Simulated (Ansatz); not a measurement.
`CC(Br)[TeH]` + H₂ → `CCBr` + H₂Te at 298.15 K and 1 bar (hydrogenolysis of a C–Te bond).

Gas-phase electronic energies from Ansatz, PBE0-D4/def2-TZVP geometries. CBS: MP2 limit from def2 TZ/QZ plus the TZ coupled-cluster correction, frozen cores. This one scheme is used for every species. def2 core potentials past Kr. For Br, Te outer-core shells are correlated without core-valence functions, which leaves a few kJ/mol of doubt a bond. Scalar relativity is left out up to krypton.

| species | CCSD(T)/CBS energy (Eh) | H − E (kJ/mol) | S (J/(mol·K)) |
| --- | --- | --- | --- |
| `CC(Br)[TeH]` | -2920.15173 | 182.3 | 348.8 |
| H₂ | -1.17544 | 35.1 | 130.4 |
| `CCBr` | -2652.43806 | 186.9 | 286.2 |
| H₂Te | -268.91024 | 41.3 | 228.4 |

H − E and S are ideal-gas, rigid-rotor, harmonic terms from PBE0-D4/def2-TZVP, for one conformer and one mirror image of each species. For small species the MP2-based limit differs from directly extrapolated CCSD(T) by up to some mEh (0.8 for H₂); such offsets cancel only in part. 1 Eh = 2625.50 kJ/mol, R = 8.31446 J/(mol·K).

Q: By hand: ΔE, ΔH, ΔS and ΔG.

A: ΔE = (-2652.43806) + (-268.91024) − (-2920.15173) − (-1.17544) = -0.02113 Eh = -55.5 kJ/mol. Δ(H − E) = 186.9 + 41.3 − 182.3 − 35.1 = 10.8, so ΔH = -44.7 kJ/mol. ΔS = 286.2 + 228.4 − 348.8 − 130.4 = 35.4 J/(mol·K). ΔG = -44.7 − 298.15 × (35.4)/1000 = -55.3 kJ/mol.

Q: By hand: the equilibrium constant, and the temperature at which ΔG would vanish if ΔH and ΔS stayed fixed.

A: log₁₀ K = −ΔG/(RT ln 10) = 9.7. ΔH and −TΔS have one sign here, so there is no such temperature.

ΔH outweighs TΔS. A doubt of 5 kJ/mol in ΔE shifts log₁₀ K by 0.9 here. Other conformers and mirror images would add mixing entropy, several J/(mol·K) or more a flexible species. These are equilibria of isolated gas molecules and say nothing of rates. Largest T1 diagnostic: 0.010 (customary marks: 0.02 for closed shells, 0.045 for open ones).
